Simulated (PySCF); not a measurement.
Excitations are Tamm–Dancoff values on a coarser integration grid. The basis has no diffuse functions, so Rydberg states are missing or too high.

Cartesian coordinates (Å):
```xyz
8

Cl     2.0924     1.5038    -0.5370
Si     1.1433    -0.2161     0.0910
Ge    -1.2113     0.0855    -0.0429
H      1.5756    -0.4874     1.4844
H      1.5967    -1.3277    -0.7812
H     -1.6693     1.1444     0.9712
H     -1.9219    -1.2421     0.2706
H     -1.6054     0.5397    -1.4562
```
Charge 0, multiplicity 1.

Problem. Predict the brightest of the four lowest singlets (TDA), total energy, S1 excitation (TDA), T1 excitation (TDA) and LUMO from PBE0-D4/def2-TZVP (PySCF 2.14.0).

Solution. 
```
Quantity                                            Result
-------------------------------------------  -------------
brightest of the four lowest singlets (TDA)        7.62 eV
total energy                                 -2829.2326 Ha
S1 excitation (TDA)                                6.38 eV
T1 excitation (TDA)                                5.67 eV
LUMO                                              -0.44 eV
```
